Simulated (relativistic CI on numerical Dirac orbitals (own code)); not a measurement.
**What each ingredient does to the levels of Er33+**

Base calculation: Dirac-Coulomb-Breit CI, separate exchange-only KLI orbitals for each configuration, a model potential for QED, unscaled Slater integrals.

Configuration list (outside the closed core [Ar] 3d10): 4s2.4p5, 4s.4p6, 4s2.4p4.4d, 4s.4p5.4d, 4s2.4p4.4f, 4s.4p5.4f, 4p6.4d, 4s.4p4.4d2, 4s2.4p3.4d.4f, 4p6.4f, 4s2.4p4.5s, 4p5.4d.4f, 4s.4p4.4f2, 4p6.5s, 4s2.4p4.5p, 4s.4p4.4d.5s, 4s2.4p3.4f.5s, 4s.4p5.5s, 4s2.4p4.5d, 4s.4p5.5p, 4s2.4p4.5f, 4s2.4p4.5g, 4s.4p5.5d, 4p5.4f.5s, 4s2.4p4.6s, 4s.4p5.5f, 4s2.4p4.6p, 4s2.4p3.4d2, 4s2.4p2.4d3, 4s.4p3.4d3, 4s2.4p2.4d2.4f, 4s.4p3.4d2.4f, 4s2.4p2.4d2.5s, 4p5.4d2, 4p4.4d3, 4p4.4d2.4f, 4p4.4d2.5s, 4p5.4d.5s, 4p4.4d.4f.5s, 4p4.4d.5s2, 4s2.4p3.5s2, 4s2.4p2.4d.5s2, 4s.4p3.4d.5s2, 4s2.4p2.4f.5s2, 4s.4p3.4f.5s2. Double excitations out of closed p, d and f shells are left out; levels of such configurations are missing from the list, as are those of other unlisted configurations, and high levels can miss mixing partners. These lack a partner that the ground configuration has and come out too high: 4s2.4p4.5p, 4s.4p5.5s, 4s2.4p4.5d, 4s.4p5.5p, 4s2.4p4.5f.

Variants: (1) valence Slater integrals scaled by 0.9; (2) configuration mixing switched off; (3) one mean potential for all configurations. Shifts of the energy above 4s2.4p5 2P°_3/2, in cm⁻¹, for the lowest level and the first level of each name with at least 55 % of one term (blank where a level changes its place among those of its configuration and J or its character, or is not in the variant):

```tsv
Level	Base	Δ(1)	Δ(2)	Δ(3)
4s2.4p5 2P°_3/2	0	0	0	0
4s2.4p5 2P°_1/2	469904	+689	+3858	+7
4s2.4p4.4d 2D_3/2	1127413	-759	+3889	-52
4s2.4p4.4d 4F_9/2	1150535	+5175	+478	-51
4s2.4p4.4d 4D_1/2	1468141	+11304	+3955	-57
4s2.4p4.4d 2G_7/2	1542790	+3863	+6200	-59
4s2.4p4.4d 2G_9/2	1636951	+4062	+5338	-63
```

At this charge energies of transitions that change n are usually good to better than 1 %, and those within a shell (Δn = 0) to a few per cent.

Ionisation energy from the two ground configurations alone: base 1416.55 eV. The NIST ASD value (theoretical) is 1416 eV.

LS names give the leading component of a level, which can be under half, so a name can repeat, a term be missing and a line seem to break the LS rules.
